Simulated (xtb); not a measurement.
CH5S (SMILES C[SH2+]), charge +1, singlet, at a GFN2-xTB geometry, atoms displaced at random by about 0.05 Å a coordinate. Base run: GFN2-xTB (xtb).

Input for xtb:
```
$ xtb mol.xyz --gfn 2 --chrg 1 --opt --json

# file mol.xyz
7

C      0.02435333     1.22628880    -0.04491563
S     -0.05855870    -0.64291785     0.18576012
H      1.28190704    -0.82339387    -0.27285448
H     -1.01465868     1.53453687    -0.13508923
H      0.55930128     1.62269069     0.65520725
H      0.32588244     1.46297354    -1.15525685
H     -0.53163056    -0.88840188    -1.04741709
```

The base run was repeated with changes; each row names its change, and settings that it needs were set with it.

```json
[
 {"change": "base", "ΔE vs base (mEh)": "0.000", "optimiser steps": "7"},
 {"change": "opt level = crude", "ΔE vs base (mEh)": "0.115", "optimiser steps": "4"},
 {"change": "opt level = loose", "ΔE vs base (mEh)": "0.002", "optimiser steps": "6"},
 {"change": "opt level = tight", "ΔE vs base (mEh)": "-0.001", "optimiser steps": "9"},
 {"change": "opt level = vtight", "ΔE vs base (mEh)": "-0.001", "optimiser steps": "10"},
 {"change": "opt level = sloppy", "ΔE vs base (mEh)": "0.018", "optimiser steps": "5"},
 {"change": "alpb = acetonitrile", "ΔE vs base (mEh)": "___", "optimiser steps": "7"},
 {"change": "opt level = extreme", "ΔE vs base (mEh)": "-0.001", "optimiser steps": "12"},
 {"change": "opt level = lax", "ΔE vs base (mEh)": "0.002", "optimiser steps": "6"},
 {"change": "alpb = ether", "ΔE vs base (mEh)": "___", "optimiser steps": "7"}
]
```

**Question.** What belongs in the gaps?

**Answer.** 
- alpb = acetonitrile, ΔE vs base (mEh): -91.179
- alpb = ether, ΔE vs base (mEh): -83.680
